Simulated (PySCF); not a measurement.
**Radial density of Be+ (beryllium, charge +1)**

UHF, [He] 2s1, 2S determinant. Calculation: PySCF 2.14, in aug-cc-pVDZ (4s3p2d, 23 functions); no relativity, point nucleus.

```csv
r (bohr),4πr²ρ (e/bohr),4πr²(ρα − ρβ)
0.00835,0.02855,0.0005
0.0141,0.07754,0.0014
0.0236,0.2025,0.0038
0.0398,0.5051,0.0094
0.0669,1.153,0.0216
0.112,2.286,0.0427
0.189,3.578,0.0639
0.318,3.822,0.0535
0.535,2.197,0.0038
0.900,0.5565,0.0858
1.51,0.4317,0.4122
2.55,0.3772,0.3772
4.28,0.05068,0.0507
7.21,0.0005481,0.0005
12.1,1.240e-05,0.0000
```
